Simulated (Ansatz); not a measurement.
Ligand redistribution between two centres

Start structure (BSiH₅Cl₂O, singlet), relaxed at PBE0-D4/def2-TZVP:

```tsv
atom	x (Å)	y (Å)	z (Å)
B1	-1.1732	0.3181	-0.6450
H2	-0.5953	1.3732	-0.6822
Cl3	-1.0554	-0.6200	-2.2085
Cl4	-2.8405	0.4092	0.0469
Si5	1.3142	0.0406	0.6309
O6	-0.2913	-0.5224	0.4021
H7	1.1922	1.2795	1.4175
H8	1.9493	0.2440	-0.6844
H9	1.9606	-1.0514	1.3926
H10	-0.4606	-1.4709	0.3300
```

The step: BHCl₂ ([Cl][BH][Cl]) + SiH₄O ([OH][SiH3]) → BHCl₂O ([OH][B]([Cl])[Cl]) + SiH₄; bonds formed: H2–Si5; dative contacts that become bonds: B1–O6; bonds broken: B1–H2, Si5–O6. Program: Ansatz 0.2.0. Basis: def2-TZVPP and def2-QZVPP. Cores are frozen in the correlated methods. Extrapolation: Hartree–Fock as exp(−7.88 √X), correlation as X^−2.97. Energies below are by CCSD(T) at an estimated basis limit (MP2 extrapolated from triple and quadruple zeta, plus CCSD(T) − MP2 in triple zeta).

Task: What are the electronic barrier and the energy of the step, from the start structure to the end structure? (To be estimated.)

Result: By the calculation: Barrier 0.897 eV; step energy -0.120 eV (downhill); reverse barrier, their difference, 1.018 eV. Barrier and step energy count from the start structure, the reverse barrier from the end structure.

The saddle point: One imaginary mode of 245i cm⁻¹.
```
  pair  start (Å)  saddle (Å)  end (Å)
 B1–O6       1.61        1.47     1.34
H2–Si5       2.67        1.67     1.48
 B1–H2       1.20        1.33     3.02
Si5–O6       1.72        2.01     3.47
```

Zero-point energy (harmonic, PBE0-D4): ZPE is 1.556 eV at the start and 1.539 eV at the saddle, so the barrier goes from 0.897 to 0.880 eV.

T1 diagnostic: at most 0.012.

Ligand swaps between two centres remove the fluorinated layer in thermal atomic layer etching, and scramble precursors in the gas phase.

Labels in which every atom is bracketed show which atoms are joined, not bond orders.

For scale, one of the runs: CCSD(T)/def2-TZVPP, 258 basis functions, launched by `ansatz run in.yaml --threads 8 --pin off --events-out ev --progress --plain --max-ram 19148MiB`. Time: 23 s of wall clock on 8 CPU threads of an Intel Xeon 6975P-C; the host was shared. Peak host memory: 6.3 GiB.
